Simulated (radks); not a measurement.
The numbers below are computed, except where a source is named.
Hg19+, configuration [Kr] 4d10 4f13 5s2 (the NIST ground configuration). Level of theory: scalar-relativistic Kohn-Sham, LDA (Slater exchange, VWN5 correlation), spin-polarised, spherical densities, finite nucleus; open shells are filled with parallel spins first (spin-orbit coupling, left out, can overturn this in heavy ions); Fermi nuclear charge, rms radius 5.4648 fm (a radial shooting solver on a logarithmic mesh with Libxc functionals).

Unscreened Slater integrals over Kohn-Sham orbitals (cm^-1). They are taken over the spin-up orbitals.

integral    value
F0(5s,5s)  243880
F0(5s,4f)  290850
G3(5s,4f)   37847
F0(5s,4d)  292590
G2(5s,4d)   33926
F0(4f,4f)  440950
F2(4f,4f)  224400
F4(4f,4f)  144140
F6(4f,4f)  104710
F0(4f,4d)  441900
F2(4f,4d)  220050
F4(4f,4d)  142620
G1(4f,4d)  248060
G3(4f,4d)  162370
G5(4f,4d)  116720
F0(4d,4d)  447940
F2(4d,4d)  228520
F4(4d,4d)  153880

Derived for the open shells (J is the average intra-shell exchange parameter used in DFT+U). 4f: F4/F2 = 0.642, F6/F2 = 0.467, J = (286 F2 + 195 F4 + 250 F6)/6435 = 18410 cm^-1.
